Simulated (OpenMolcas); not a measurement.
V3+ in Cs2NaYCl6: curves along the breathing mode

V3+ with its 6 nearest chloride ions, on the Y site of Cs2NaYCl6 (a = 10.7396 Å, distance in the model lattice 2.619 Å). The rest of the host is ab initio model potentials to 7.6 Å, with orthogonalisation functions on the cations behind the ligands, and point charges beyond; the distance is set by hand and nothing relaxes. Ligand basis ANO-RCC-VDZP.

```yaml
Program: OpenMolcas
Method: "SS-CASPT2, IPEA 0.25 Eh, imaginary shift 0.1 Eh (closed shells correlated: 3s 3p and the ligand valence shells)"
Basis: ANO-RCC-VDZP [5s4p2d1f]
Scalar_Hamiltonian: DKH2, point nucleus
Active_space: 2 electrons in 5 orbitals (3d)
State_averaging: 2S+1 = 3 even, 10 roots; 2S+1 = 1 even, 15 roots
Spin-orbit_coupling: RASSI with atomic mean-field integrals over the reference wave functions
```

Spin-free energies (labels of O, the rotations of Oh) in cm-1 above the lowest fitted minimum, as all ligands move together:

| R (Å) | 3T1 | 1T2 | 1E | 3T1(2) | 1A1 | 3A2 | 1E(2) |
| --- | --- | --- | --- | --- | --- | --- | --- |
| 2.313 | 470 | 9960 | 10530 | 24580 | 21550 | 31820 | 41970 |
| 2.368 | -50 | 9630 | 10270 | 22690 | 21140 | 28140 | 38570 |
| 2.422 | 1450 | 11030 | 11770 | 22860 | 22470 | 26760 | 37500 |
| 2.477 | 4190 | 13950 | 14830 | 24750 | 25310 | 27290 | 38210 |
| 2.531 | 8350 | 18130 | 19070 | 28070 | 29350 | 29430 | 40390 |
| 2.586 | 13640 | 23370 | 24490 | 32640 | 34540 | 33040 | 44160 |
| 2.64 | 20180 | 29550 | 30740 | 38300 | 40590 | 37800 | 48940 |

Cubic fits give the following; the wavenumber is harmonic, with the mass of all moving ligands, small differences in it between states hang on the degree of the fit, a number in brackets counts states of one label, and the table is a selection of at most 14 states with clean curves.

| State | R0 (Å) | Breathing mode (cm-1) | Minimum (cm-1) |
| --- | --- | --- | --- |
| 3T1 | 2.351 | 300 | 0 |
| 1T2 | 2.349 | 306 | 9550 |
| 1E | 2.347 | 310 | 10160 |
| 3T1(2) | 2.391 | 315 | 22560 |
| 1A1 | 2.352 | 305 | 21090 |
| 3A2 | 2.434 | 316 | 26710 |
| 1E(2) | 2.428 | 313 | 37450 |
| 1A1(2) | 2.415 | 320 | 50650 |

The minimum of 3T1(2) is shifted by +0.0394 Å against 3T1 (from the unrounded fits). With M = 212.7 u for the moving shell, the Huang-Rhys factor in this mode is S = M ω ΔR² / 2ħ = 0.01483 × 212.7 × 300 × 0.0394² = 1.47. Only the first shell moves, against a rigid host.

Roots that are degenerate in the reference are averaged as groups; the widest CASPT2 spread within a group is 980 cm-1 (the 3-fold group of multiplicity 1 near 26800 cm-1 above the lowest state of its run, R = 2.368). Shifts and gaps below about the spread of the groups concerned are not significant. Over all roots computed the reference weight is 0.67 to 0.68 in R = 2.313, 0.67 to 0.68 in R = 2.368, 0.67 to 0.68 in R = 2.422, 0.67 to 0.68 in R = 2.477, 0.67 to 0.68 in R = 2.531, 0.67 to 0.68 in R = 2.586, 0.67 to 0.68 in R = 2.64; a low but even weight reflects the number of correlated electrons. An orbital triplet at a regular site is open to Jahn-Teller coupling, which can distort the site and quench the lowest spin-orbit gaps and is left out. Ligand-to-metal charge-transfer states are missing. With no ligand orbital active B as a rule stays too high, so bands that hang on it stand too high and its fall with covalency is understated. With one d shell and no ligand orbital active, 10Dq can be off by a tenth or more. The least metal-like active orbital is 84 % on the metal (Löwdin) and no ligand orbital is active, so the numbers are rough (holds for R = 2.313). Free-ion shares, where given, are those of the reference states; single-state CASPT2 does not remix them (holds for R = 2.64). No measured value stands beside these numbers.
